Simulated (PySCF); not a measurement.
PySCF input (HF/def2-TZVPD):

```python
from pyscf import gto, scf, dft

mol = gto.M(
    atom='''
    C     1.69085264   -0.46144252   -0.53549595
    C     0.84940803    0.22496867    0.23837609
    C    -0.46663568    0.63470500   -0.25273746
    O    -1.55451460   -0.26660527    0.53497634
    H     1.43006190   -0.75902949   -1.54498677
    H     2.68197121   -0.72519755   -0.19068164
    H     1.13147052    0.54232096    1.23510990
    H    -0.65591085    0.42426682   -1.30099558
    H    -0.80136117    1.62178434    0.05099306
    H    -1.31389592   -1.21243209    0.52772379
    H    -2.47796867   -0.14825773    0.24217057
    ''',
    basis='def2-tzvpd',
    charge=1,
    spin=0,
    verbose=4,
)

mf = scf.RHF(mol).density_fit(auxbasis='def2-universal-jkfit')
mf.conv_tol = 1e-9
mf.max_cycle = 100
mf.max_memory = 1500
mf.kernel()
if not mf.converged:
    mf = mf.newton()
    mf.kernel(mf.make_rdm1())
mf.analyze()
```

End of the output:

```
Extra cycle  E= -192.318070028223  delta_E= -4.15e-12  |g|= 1.11e-06  |ddm|= 1.17e-05
converged SCF energy = -192.318070028223
**** SCF Summaries ****
Total Energy =                        -192.318070028223246
Nuclear Repulsion Energy =             123.322243352184316
One-electron Energy =                 -497.573100720300829
Two-electron Energy =                  181.932787339893252
Two-electron Coulomb Energy =          207.942261208290631
DFT Exchange-Correlation Energy =      -26.009473868397379
HOMO-LUMO gap [eV] =                    12.462381213625646
**** MO energy ****
MO #1   energy= -20.8954326600778  occ= 2
MO #2   energy= -11.5309849049795  occ= 2
MO #3   energy= -11.4289289308016  occ= 2
MO #4   energy= -11.4185001706433  occ= 2
MO #5   energy= -1.68379695675432  occ= 2
MO #6   energy= -1.28410514920206  occ= 2
MO #7   energy= -1.15020228684642  occ= 2
MO #8   energy= -1.04432993364525  occ= 2
MO #9   energy= -0.968448440541017 occ= 2
MO #10  energy= -0.929194029738735 occ= 2
MO #11  energy= -0.861939119483683 occ= 2
MO #12  energy= -0.840103046856008 occ= 2
MO #13  energy= -0.79252241190413  occ= 2
MO #14  energy= -0.74910408810231  occ= 2
MO #15  energy= -0.703382685950118 occ= 2
MO #16  energy= -0.572786845807794 occ= 2
MO #17  energy= -0.114802779708921 occ= 0
MO #18  energy= -0.0711285317914176 occ= 0
MO #19  energy= -0.0617897152754462 occ= 0
MO #20  energy= -0.0505075072107043 occ= 0
MO #21  energy= -0.0425662945265508 occ= 0
MO #22  energy= -0.0187298752936893 occ= 0
MO #23  energy= -0.0117864903569226 occ= 0
MO #24  energy= -0.000648114754409013 occ= 0
MO #25  energy= 0.00494500836223122 occ= 0
MO #26  energy= 0.0203483773188339 occ= 0
MO #27  energy= 0.0414855049458979 occ= 0
MO #28  energy= 0.0575381984055871 occ= 0
MO #29  energy= 0.0655181747568677 occ= 0
MO #30  energy= 0.0683959885115525 occ= 0
MO #31  energy= 0.0862182384808054 occ= 0
MO #32  energy= 0.0955076318190469 occ= 0
MO #33  energy= 0.106421159529086  occ= 0
MO #34  energy= 0.111265822846217  occ= 0
MO #35  energy= 0.126461986273007  occ= 0
MO #36  energy= 0.138779475265851  occ= 0
MO #37  energy= 0.151747133720507  occ= 0
MO #38  energy= 0.163635869719842  occ= 0
MO #39  energy= 0.164733982297215  occ= 0
MO #40  energy= 0.173972257150976  occ= 0
MO #41  energy= 0.183922578774251  occ= 0
MO #42  energy= 0.184637974402645  occ= 0
MO #43  energy= 0.192771522625115  occ= 0
MO #44  energy= 0.198212091402513  occ= 0
MO #45  energy= 0.208070172027056  occ= 0
MO #46  energy= 0.220171730518358  occ= 0
MO #47  energy= 0.225049918775635  occ= 0
MO #48  energy= 0.237971646797101  occ= 0
MO #49  energy= 0.239365404709137  occ= 0
MO #50  energy= 0.25063802457001   occ= 0
MO #51  energy= 0.258995960362423  occ= 0
MO #52  energy= 0.265493726164897  occ= 0
MO #53  energy= 0.269936084362872  occ= 0
MO #54  energy= 0.28491435288117   occ= 0
MO #55  energy= 0.292584839536243  occ= 0
MO #56  energy= 0.311762725328583  occ= 0
MO #57  energy= 0.314344824454543  occ= 0
MO #58  energy= 0.323860085387732  occ= 0
MO #59  energy= 0.32749408232415   occ= 0
MO #60  energy= 0.343342968777287  occ= 0
MO #61  energy= 0.345070865827923  occ= 0
MO #62  energy= 0.358326175668201  occ= 0
MO #63  energy= 0.371409070457698  occ= 0
MO #64  energy= 0.377947879822346  occ= 0
MO #65  energy= 0.387814072543408  occ= 0
MO #66  energy= 0.390246488480488  occ= 0
MO #67  energy= 0.40721716270456   occ= 0
MO #68  energy= 0.426030742991812  occ= 0
MO #69  energy= 0.435519330289508  occ= 0
MO #70  energy= 0.451114205467015  occ= 0
MO #71  energy= 0.458976405480161  occ= 0
MO #72  energy= 0.466131104286605  occ= 0
MO #73  energy= 0.481058524482047  occ= 0
MO #74  energy= 0.494036242875185  occ= 0
MO #75  energy= 0.513312645416892  occ= 0
MO #76  energy= 0.521266290284988  occ= 0
MO #77  energy= 0.556213250273558  occ= 0
MO #78  energy= 0.581107032830008  occ= 0
MO #79  energy= 0.593285755193128  occ= 0
MO #80  energy= 0.602407039453467  occ= 0
MO #81  energy= 0.6327655239943    occ= 0
MO #82  energy= 0.635261836443233  occ= 0
MO #83  energy= 0.660765642877406  occ= 0
MO #84  energy= 0.673004073553505  occ= 0
MO #85  energy= 0.681592129807053  occ= 0
MO #86  energy= 0.692642542994041  occ= 0
MO #87  energy= 0.695066354864516  occ= 0
MO #88  energy= 0.731501569502654  occ= 0
MO #89  energy= 0.742362160284868  occ= 0
MO #90  energy= 0.751657501323015  occ= 0
MO #91  energy= 0.775894910780645  occ= 0
MO #92  energy= 0.797436253580061  occ= 0
MO #93  energy= 0.806722257277771  occ= 0
MO #94  energy= 0.830513879932806  occ= 0
MO #95  energy= 0.863769795553841  occ= 0
MO #96  energy= 0.878869597852648  occ= 0
MO #97  energy= 0.910615961694899  occ= 0
MO #98  energy= 0.926754369669704  occ= 0
MO #99  energy= 0.963196556623739  occ= 0
MO #100 energy= 1.00917690113555   occ= 0
MO #101 energy= 1.02334208957342   occ= 0
MO #102 energy= 1.08001912739614   occ= 0
MO #103 energy= 1.11750704891029   occ= 0
MO #104 energy= 1.12304554904809   occ= 0
MO #105 energy= 1.14766821852425   occ= 0
MO #106 energy= 1.21834546572974   occ= 0
MO #107 energy= 1.24116851797515   occ= 0
[...]
```

It need not be the lowest isomer of its formula.
